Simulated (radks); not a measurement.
Task: Radial electron density D(r) = 4 pi r^2 rho(r) of an atom or ion with 48 electrons. Method: non-relativistic Kohn-Sham, LDA (Slater exchange, Perdew-Wang correlation), spin-polarised, spherical densities, point nucleus; computed with a radial shooting solver on a logarithmic mesh with Libxc functionals.

```
   r/bohr * D(r) (the largest magnitude, 82.4, reaches the edge; | marks zero)
 0.001491 |*
 0.001973 | *
 0.002611 |   *
 0.003454 |      *
  0.00457 |         *
 0.006047 |              *
 0.008001 |                     *
  0.01059 |                             *
  0.01401 |                                    *
  0.01853 |                                         *
  0.02452 |                                         *
  0.03245 |                                      *
  0.04293 |                                     *
   0.0568 |                                          *
  0.07516 |                                                   *
  0.09945 |                                                      *
   0.1316 |                                             *
   0.1741 |                                       *
   0.2304 |                                            *
   0.3048 |                                          *
   0.4001 |                         *
   0.5293 |              *
   0.7004 |               *
   0.9267 |              *
    1.226 |       *
    1.622 |  *
    2.147 |*
     2.84 *
    3.758 *
    4.972 *
```

What is the nuclear charge?

Result: Z = 51. The innermost maximum, from 1s, lies near 1/Z = 0.0196 bohr (found: 0.0217), and its height grows with Z. The density is that of the antimony ion Sb3+ in [Kr] 4d10 5s2; the configuration itself is not fixed sharply by these data, and Z only to a few units. D(r) has 4 maxima, at r = 0.0217, 0.0918, 0.260, 0.759 bohr, and minima at 0.0409, 0.174, 0.555 bohr, inside which lie 2.01, 11.37, 29.00 electrons.
